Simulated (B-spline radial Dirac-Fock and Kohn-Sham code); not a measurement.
**The H-like isoelectronic sequence (1 electrons), Z = 61 to 68**

Calculated with a radial atomic solver, using Dirac-Fock (average of configuration) total-energy differences with a finite nucleus, the Breit interaction including its frequency dependence, and self-energy and vacuum-polarisation corrections. Binding energies in eV, tabulated ground configurations (1s1 throughout). Correlation and solid-state effects are left out.

```
  ion  outermost level  NIST ionisation energy
Pm⁶⁰⁺     53346.3 (1s)         53346.31 ± 0.14
Sm⁶¹⁺                ?                       ?
Eu⁶²⁺     57120.6 (1s)         57120.64 ± 0.05
Gd⁶³⁺     59065.5 (1s)         59065.54 ± 0.05
Tb⁶⁴⁺     61050.0 (1s)           61050.1 ± 0.6
Dy⁶⁵⁺     63073.1 (1s)          63073.23 ± 0.1
Ho⁶⁶⁺     65137.0 (1s)         65137.13 ± 0.16
Er⁶⁷⁺     67241.4 (1s)         67241.48 ± 0.07
```

Q: Fill in the row of Sm⁶¹⁺.

A: outermost 55214.3 (1s), NIST 55214.3 ± 0.05 eV.

NIST's values are for the lowest levels; a dash marks a value that is missing or belongs to another shell. Their kind here: theoretical.
